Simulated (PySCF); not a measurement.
# How exact exchange moves a shielding

Molecule: `C=C(Cl)O[SiH3]`, C2H5ClOSi.

Mapped SMILES: `[CH2:1]=[C:2]([Cl:3])[O:4][SiH3:5]`. Hydrogens are named by the atom that carries them. Ha(C1) is cis to Cl3; Hb(C1) is trans to Cl3.

GIAO shieldings (ppm, equivalent atoms averaged) in PySCF 2.14.0 with density-fitted response routines on the PBE0-D3(BJ)/def2-SVP geometry, basis pcSseg-2, gas phase, non-relativistic:

| functional | exact exchange (%) | σ(Cl3) | σ(O4) | σ(Si5) |
| --- | --- | --- | --- | --- |
| BLYP | 0 | 613.6 | 176.2 | 357.0 |
| BP86 | 0 | 622.3 | 180.0 | 362.8 |
| PBE | 0 | 625.6 | 179.7 | 363.7 |
| PBE0 | 25 | 658.1 | 195.9 | 378.8 |
| mPW1PW91 | 25 | 655.1 | 195.4 | 378.0 |
| BHandHLYP | 50 | 678.0 | 208.1 | 387.7 |
| HF | 100 | 738.6 | 235.1 | 424.8 |

Problem. Fit each shielding as a line in the percentage of exact exchange.

Solution. σ(Cl3) = 622.4 + 1.17 x (rms 4.6 ppm); σ(O4) = 179.6 + 0.57 x (rms 1.7 ppm); σ(Si5) = 361.2 + 0.62 x (rms 2.8 ppm). The functionals also differ in their semilocal parts, which the line can't hold; Hartree–Fock has no correlation at all.

Problem. What does the line predict for B3LYP (20 %), and what does the run give?

Solution. σ(Cl3): 645.8 predicted, 640.2 computed; σ(O4): 191.0 predicted, 189.8 computed; σ(Si5): 373.6 predicted, 368.7 computed ppm.
